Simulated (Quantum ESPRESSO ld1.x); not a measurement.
Question: Cr IX, 16 electrons, occupied as [Ne] 3s2 3p4. Calculated with ld1.x of Quantum ESPRESSO 7.5: Dirac Kohn-Sham, relativistic LDA (MacDonald-Vosko exchange, VWN5 correlation), spin-unpolarised, spherical densities, point nucleus; open shells are shared between the two j in proportion to 2j + 1.

Spin-orbit splittings of the eigenvalues, e(l+1/2) - e(l-1/2), with zeta = 2 splitting/(2l+1) and mean radii in bohr:

shell  occ.  splitting (eV)  zeta (eV)  <r> j=l-1/2  <r> j=l+1/2
2p        6           8.644      5.763       0.2573       0.2602
3p        4           1.413     0.9420       0.8259       0.8314
3d        0          0.2019    0.08078       0.8163       0.8177
4p        0               ?          ?        1.806        1.815

Estimate the 4p splitting.

Answer: 0.4114 eV (zeta = 0.2742 eV).
